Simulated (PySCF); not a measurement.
# `C#C[C@@H]1C=C[C@@H]1C`, C7H8

Geometry (Å), atoms numbered from 1 in this order:
```xyz
15

C     2.4929   -0.6908   -0.7771
C     1.5067   -0.0149   -0.7115
C     0.3273    0.8053   -0.6078
C     0.1834    1.6077    0.6682
C    -0.9412    1.0084    1.0391
C    -0.9947    0.0895   -0.1553
C    -0.8967   -1.3972    0.1362
H     3.3564   -1.2820   -0.8458
H     0.2125    1.3973   -1.5212
H     0.8023    2.3848    1.0781
H    -1.6049    1.1121    1.8785
H    -1.8313    0.2874   -0.8309
H    -0.7310   -1.9556   -0.7828
H    -1.8175   -1.7487    0.5976
H    -0.0687   -1.5953    0.8128
```

Method used: TDDFT wB97X-D/aug-cc-pVDZ circular dichroism and optical rotation, one conformer, gas phase (PySCF). Geometry: GFN2-xTB.

Singlets 6 and 7 lie within 0.01 eV of each other, so their separate moments and overlaps can depend on how they mix.

Q: Draw the ECD and absorption spectra from the lowest 12 states, each a Gaussian of half-width 0.25 eV at 1/e height.

A: 
| E (eV) | λ (nm) | Δε (L mol⁻¹ cm⁻¹) | ε (L mol⁻¹ cm⁻¹) |
| --- | --- | --- | --- |
| 5.96 | 208 | -0.04 | 2.76 |
| 6.06 | 204 | -0.18 | 17.6 |
| 6.16 | 201 | -0.69 | 83.1 |
| 6.26 | 198 | -2.11 | 294 |
| 6.36 | 195 | -5.28 | 784 |
| 6.46 | 192 | -11.04 | 1620 |
| 6.56 | 189 | -19.61 | 2700 |
| 6.66 | 186 | -29.30 | 3970 |
| 6.76 | 183 | -35.51 | 5760 |
| 6.86 | 181 | -32.36 | 8600 |
| 6.96 | 178 | -17.59 | 12400 |
| 7.06 | 176 | +3.38 | 15600 |
| 7.16 | 173 | +20.60 | 16600 |
| 7.26 | 171 | +28.33 | 15300 |
| 7.36 | 168 | +28.83 | 12500 |

Δε uses R in velocity form, ε uses f in length form. Only the states computed contribute, so the short-wavelength end is incomplete.
